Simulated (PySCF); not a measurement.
Species: SnMe3(SiMe3), C₆H₁₈SiSn.
SMILES: `[Sn]([CH3])([CH3])([CH3])[Si](C)(C)C`

Theory: TDDFT B3LYP/def2-SVPD, vertical, gas phase, core orbitals frozen in the response, def2 core potentials past Kr in PySCF. Geometry: PBE0-D3(BJ)/def2-SVP; no solvent, vibrations or thermal averaging. Spin–orbit coupling is left out.

```
state  λ (nm)  E (eV)       f  main configurations (H = HOMO, L = LUMO)
   S1   215.7    5.75  0.0087                                 H→L (99%)
   S2   205.7    6.03   0.067                           H→L+1/L+2 (98%)
   S3   205.6    6.03   0.066                           H→L+1/L+2 (98%)
   S4   194.7    6.37   0.120                               H→L+3 (99%)
   S5   188.5    6.58   0.043                          H-2/H-1→L (≥96%)
   S6   188.4    6.58   0.043                          H-2/H-1→L (≥96%)
   S7   182.6    6.79  0.0001                    H-2/H-1→L+1/L+2 (≥96%)
   S8   180.3    6.88   0.049                    H-2/H-1→L+1/L+2 (≥78%)
   S9   180.2    6.88   0.053                    H-2/H-1→L+1/L+2 (≥76%)
```

Triplets (Tamm–Dancoff): T1 5.52 eV, H→L+1/L+2 (≥91%); T2 5.53 eV, H→L+1/L+2 (≥91%); T3 5.60 eV, H→L (91%).

The lowest singlet comes at 216 nm (555 kJ/mol) in the ultraviolet; it is weak; its leading configuration is HOMO→LUMO (99%). The most intense listed level is S2/S3 at 6.03 eV (206 nm, f = 0.132 summed), 0.28 eV above S1. S2/S3, S5/S6 and S8/S9 lie within about 0.01 eV of each other in each set. Löwdin shares by element: HOMO silicon 26%, tin 26%, carbon 13% or more (atoms not listed hold the other 35%); LUMO tin 22%, carbon 16% or more (atoms not listed hold the other 62%). The listed states span 1.13 eV, and the widest gap between neighbours is 0.34 eV (S3 to S4). Weighted by f, the mean energy of these states is 6.41 eV. Orbital energies (eV): HOMO-3 -8.40, HOMO-2 -7.38, HOMO-1 -7.38, HOMO -6.50, LUMO -0.03, LUMO+1 0.28, LUMO+2 0.29. Orbitals of the list HOMO-3 to LUMO+2 that lie within 0.01 eV of each other are written together with a slash and their weights summed (≥ marks a lower bound); for degenerate orbitals outside that list single weights are arbitrary. Only the lowest 10 singlets were computed, as vertical energies without vibronic structure. The highest level found (6.91 eV, f 0.081 so far) is left out, since the window may have cut off a degenerate partner.
